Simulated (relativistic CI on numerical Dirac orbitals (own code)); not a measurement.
Hyperfine structure of Er⁴⁺, mass number 167

Computed by Dirac-Coulomb-Breit CI, separate exchange-only KLI orbitals for each configuration, model QED, valence Slater integrals scaled by 0.85, P86 correlation energy added to each configuration (own radial code, finite nucleus).

CI space (outside the closed core [Kr] 4d10): 4f10 5s2 5p6, 4f12 5s2 5p4, 4f11 5s2 5p5, 4f9 5s2 5p6 6s, 4f9 5s2 5p6 7s, 4f12 5p6, 4f11 5s 5p6, 4f12 5s 5p5, 4f11 5s 5p5 6s, 4f9 5s 5p6 6s2. The list is cut by size and lacks configurations that can hold low levels.

Nuclear spin I = 7/2, μ = -0.5623 μN, Q = 3.57 b (tables of Stone and Pyykkö). The electronic factors are computed for point nuclear moments, without core polarisation; leaving it out makes A of s and p electrons in near-neutral atoms 20 to 40 % too small, and it can dominate for d and f shells.

```
            Level  E (eV)  A (MHz)  B (MHz)
4f10 5s2 5p6 5I_8  0.0000   -133.3     2430
4f10 5s2 5p6 5I_7  0.7497   -145.9     2290
4f10 5s2 5p6 5I_6  1.2561     -160     2210
4f10 5s2 5p6 5I_5  1.6174   -184.3     2010
4f10 5s2 5p6 5I_4  1.9142   -234.4     2230
4f10 5s2 5p6 5F_5  2.3180   -116.4    -1250
4f10 5s2 5p6 3K_8  2.7333   -151.7     -849
4f10 5s2 5p6 5F_4  2.8069     -121    -1610
```

Levels with J = 0, under 50 % of one LS term, or S terms without an open s electron are left out. Small factors come from cancelling terms and can be off by tens of per cent or more.

At this charge configurations can still be misplaced by up to about 7 % of their energy. Levels and lines within the n = 5 or 6 shells can be off by up to 10 % or somewhat more, and those that change n by about 2 %, since core polarisation is missing.

Task: Give the hyperfine levels of 4f10 5s2 5p6 5I_8 relative to its centre of gravity.

Result: With K = F(F + 1) − I(I + 1) − J(J + 1), E = AK/2 + B[¾K(K + 1) − I(I + 1)J(J + 1)]/[2I(2I − 1)J(2J − 1)]: F = 9/2: 5066, F = 11/2: 3879, F = 13/2: 2589, F = 15/2: 1253, F = 17/2: -64.59, F = 19/2: -1290, F = 21/2: -2341, F = 23/2: -3126 MHz.

LS names give the leading component of a level, which can be under half, so a name can repeat, a term be missing and a line seem to break the LS rules.
